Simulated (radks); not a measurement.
Trend from La2+ to Lu2+: ionisation energy by Delta-SCF between NIST ground configurations, and size. All-electron calculation, scalar-relativistic Kohn-Sham, r2SCAN, spin-unpolarised, spherical densities, finite nucleus; meta-GGA in the generalised Kohn-Sham scheme; Fermi nuclear charge, rms radius of each element as measured or else 0.836 A^(1/3) + 0.57 fm. Program: a radial shooting solver on a logarithmic mesh with Libxc functionals.

species  configuration  configuration of the ion  IE (eV)  NIST (eV)       kind  -e(HOMO) (eV)  outermost  <r> outermost (bohr)
La2+          [Xe] 5d1                      [Xe]   18.379     19.177       exp.    14.271 (5d)         5d                  2.56
Ce2+          [Xe] 4f2                  [Xe] 4f1   19.861     20.197  semi-emp.    12.242 (4f)         5p                  1.79
Pr2+          [Xe] 4f3                  [Xe] 4f2   20.940     21.624       exp.    13.186 (4f)         5p                  1.75
Nd2+          [Xe] 4f4                  [Xe] 4f3   21.863      22.09  semi-emp.    13.970 (4f)         5p                  1.71
Pm2+          [Xe] 4f5                  [Xe] 4f4   22.661       22.4  semi-emp.    14.631 (4f)         5p                  1.68
Sm2+          [Xe] 4f6                  [Xe] 4f5   23.355       23.6  semi-emp.    15.193 (4f)         5p                  1.64
Eu2+          [Xe] 4f7                  [Xe] 4f6   23.960      24.84  semi-emp.    15.671 (4f)         5p                  1.61
Gd2+      [Xe] 4f7 5d1                  [Xe] 4f7   19.331      20.54  semi-emp.    14.787 (5d)         5d                  2.34
Tb2+          [Xe] 4f9                  [Xe] 4f8   24.947      21.82  semi-emp.    16.419 (4f)         5p                  1.56
Dy2+         [Xe] 4f10                  [Xe] 4f9   25.343      22.89  semi-emp.    16.704 (4f)         5p                  1.53
Ho2+         [Xe] 4f11                 [Xe] 4f10   25.683      22.79  semi-emp.    16.938 (4f)         5p                  1.50
Er2+         [Xe] 4f12                 [Xe] 4f11   25.971      22.70  semi-emp.    17.125 (4f)         5p                  1.48
Tm2+         [Xe] 4f13                 [Xe] 4f12   26.212      23.66  semi-emp.    17.269 (4f)         5p                  1.46
Yb2+         [Xe] 4f14                 [Xe] 4f13   26.408      25.05  semi-emp.    17.375 (4f)         5p                  1.43
Lu2+     [Xe] 4f14 6s1                 [Xe] 4f14   20.357     20.959       exp.    17.354 (6s)         6s                  3.11

Reference values: NIST Atomic Spectra Database (exp. = measured, semi-emp. = semi-empirical, theory = theoretical value adopted there). Spin polarisation and multiplet splitting are left out, so open shells lie too high by an amount that depends on their filling. Spin-orbit splitting is averaged out at the scalar-relativistic level.

Beside tabulated values, note that spin-unpolarised runs miss the spin-polarisation part of the exchange energy of open shells.
